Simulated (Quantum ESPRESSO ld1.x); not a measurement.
Species: Mo+. Configuration: [Kr] 4d3 5p2 (not the ground configuration). Calculated with ld1.x of Quantum ESPRESSO 7.5: scalar-relativistic Kohn-Sham, LDA (Slater exchange, Perdew-Zunger correlation), spin-polarised, spherical densities, point nucleus; open shells are filled with parallel spins first.

Unscreened Slater integrals over Kohn-Sham orbitals (eV). They are taken over the spin-up orbitals.

F0(5p,5p): 6.9419
F2(5p,5p): 3.7557
F0(5p,4d): 8.5189
F2(5p,4d): 2.7308
G1(5p,4d): 1.2920
G3(5p,4d): 1.0562
F0(5p,4p): 8.8415
F2(5p,4p): 2.0045
G0(5p,4p): 0.41747
G2(5p,4p): 0.53445
F0(5p,4s): 8.9251
G1(5p,4s): 0.59478
F0(4d,4d): 14.689
F2(4d,4d): 7.3338
F4(4d,4d): 4.7786
F0(4d,4p): 16.792
F2(4d,4p): 8.1223
G1(4d,4p): 10.059
G3(4d,4p): 6.1218
F0(4d,4s): 17.345
G2(4d,4s): 7.1657
F0(4p,4p): 20.119
F2(4p,4p): 10.566
F0(4p,4s): 21.102
G1(4p,4s): 14.290
F0(4s,4s): 22.265

Derived for the open shells (J is the average intra-shell exchange parameter used in DFT+U). 4d: Racah B = F2/49 - 5 F4/441 = 0.09549 eV, C = 35 F4/441 = 0.3793 eV, C/B = 3.97, F4/F2 = 0.652, J = (F2 + F4)/14 = 0.8652 eV. 5p: J = F2/5 = 0.7511 eV.
